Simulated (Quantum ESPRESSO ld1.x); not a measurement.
Problem. These are the eigenvalues of the occupied orbitals of an atom or ion with whole-number occupations (eV). Method: non-relativistic Kohn-Sham, revPBE, spin-unpolarised, spherical densities, point nucleus; computed with ld1.x of Quantum ESPRESSO 7.5.

| orbital | eigenvalue |
|---|---|
| 1s | -19357.9 |
| 2s | -2714.55 |
| 2p | -2502.51 |
| 3s | -485.861 |
| 3p | -404.368 |
| 3d | -255.188 |
| 4s | -88.9594 |
| 4p | -65.3414 |
| 4d | -28.8110 |
| 4f | -6.3435 |

Which element is it, and in what charge state? The configuration may be excited.

Solution. Z = 42, molybdenum, charge +2: Mo2+ in [Ar] 3d10 4s1 4p6 4d4 4f1. The list shows which subshells hold electrons but not how many an open one holds; the 1s level, -711.39 hartree, gives Z - s = 37.7 by -(Z - s)^2/2, which with screening narrows Z to a few neighbours, and the depths of the outer levels then fix element, charge and occupations together.
